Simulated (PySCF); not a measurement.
TPSS on O- (oxygen, charge -1), [He] 2s2 2p5, 2P determinant. All numbers are calculated (PySCF 2.14, the non-relativistic Hamiltonian (point nucleus), in dyall-av2z).

```
cycle= 1 E= -75.1545775163082  delta_E= -0.00378  |g|= 0.102  |ddm|= 0.229
cycle= 2 E= -75.1253814683886  delta_E= 0.0292  |g|= 0.288  |ddm|= 0.25
cycle= 3 E= -75.1601161956828  delta_E= -0.0347  |g|= 0.0407  |ddm|= 0.132
cycle= 4 E= -75.1609769262139  delta_E= -0.000861  |g|= 0.00174  |ddm|= 0.0281
cycle= 5 E= -75.1609817278108  delta_E= -4.8e-06  |g|= 0.000306  |ddm|= 0.00368
cycle= 6 E= -75.1609818033929  delta_E= -7.56e-08  |g|= 3.24e-05  |ddm|= 0.000384
cycle= 7 E= -75.16098180401  delta_E= -6.17e-10  |g|= 3.84e-06  |ddm|= 2.85e-05
converged SCF energy = -75.16098180401  <S^2> = 0.75579395  2S+1 = 2.0057856
```

Highest occupied orbital energy: 2.506 eV; ⟨L²⟩ = 2.03; populations by l: s 4.00, p 5.00, d 0.00.

Q: Can this result be used?

A: With care. The run converged. At TPSS the highest occupied level has a positive energy, so only the finite basis holds that electron; in a semilocal or global hybrid functional this comes from self-interaction and does not mean that the real anion is unbound.
